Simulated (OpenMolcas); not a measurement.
A calculation on Ge2+.

- Program: OpenMolcas 26.06
- Method: SS-CASPT2, IPEA 0.25 Eh, imaginary shift 0.1 Eh (closed shells correlated: 3d)
- Basis: ANO-RCC-VTZP [6s5p3d1f]
- Scalar Hamiltonian: DKH2, point nucleus
- Active space: 2 electrons in 4 orbitals (4s 4p)
- State averaging: 2S+1 = 3 even, 3 roots; 2S+1 = 1 even, 7 roots; 2S+1 = 3 odd, 3 roots; 2S+1 = 1 odd, 3 roots
- Spin-orbit coupling: RASSI with atomic mean-field integrals over the reference wave functions, term energies averaged over their components

Which level of the active space comes out lowest?

4s2 1S0, with 100 % of that term; it is also the measured ground level.

How high does 4s 4p 3P* 1 lie?

60945 cm-1 above the lowest level; measured 62500 cm-1 above the ground level, so the calculation is off by -2 %.

How high does 4p2 1D2 lie?

151963 cm-1 above the lowest level; measured 144975 cm-1 above the ground level, so the calculation is off by +5 %.

How high does 4p2 3P0 lie?

146689 cm-1 above the lowest level; measured 147685 cm-1 above the ground level, so the calculation is off by -1 %.

The level at 148500 cm-1 has J = 2. What is it made of, and what is its g factor?

92 % 4p2 3P2, 8 % 4p2 1D; g = 1.463, against 1.501 from Landé's formula for the pure leading term.

Measured values: Sugar and Musgrove, J. Phys. Chem. Ref. Data 22, 1213 (1993).

Some levels mix across a computed gap that differs much from the measured one, so their mixing is not that of the real levels. The ¹D term of p² mixes with s d, which this space lacks. Computed and measured levels are paired by configuration, term and J; levels that our copy of the source lacks, or whose pairing is in doubt (as where it misses far off the trend of its configuration), stay unpaired and out of the deviations. Only configurations of the active space appear.

* marks odd parity.
